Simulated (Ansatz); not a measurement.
Reaction (redistribution): `F[SiH2][AlH][Cl]` + `[OH][Ti]([F])([F])[SH]` → `O[SiH2][AlH][Cl]` + `[F][Ti]([F])([F])[SH]`

Calculated with Ansatz (gas phase, PBE0-D4/def2-TZVP geometries, no zero-point term in ΔE). CCSD(T)/CBS is the MP2 limit (def2-TZVPP, def2-QZVPP) plus CCSD(T) − MP2 in def2-TZVPP, frozen cores. For Ti outer-core shells are correlated without core-valence functions, which leaves a few kJ/mol of doubt a bond. Scalar relativity is left out up to krypton. Each species was taken in one conformer, which may not be the lowest.

```tsv
species	HF/CBS(def2) energy (Eh)
`F[SiH2][AlH][Cl]`	-1091.77883
`[OH][Ti]([F])([F])[SH]`	-1521.25630
`O[SiH2][AlH][Cl]`	-1067.75565
`[F][Ti]([F])([F])[SH]`	-1545.27535
```

(1) Work out ΔE.

Largest T1 diagnostic among the species: 0.025, so the coupled-cluster value is less sure than usual.

Results:

(1) ΔE = (-1067.75565) + (-1545.27535) − (-1091.77883) − (-1521.25630) = 0.00413 Eh = +2.6 kcal/mol. CCSD(T)/CBS gives +2.1 kcal/mol.

In def2-TZVPP, CCSD(T) changes the Hartree–Fock value by −1.3 kcal/mol (the triples alone add −0.3 kcal/mol) and MP2 by −0.9 kcal/mol. From PBE to PBE0 (25 % exact exchange), in def2-TZVPP and without D4, ΔE moves by +0.9 kcal/mol.
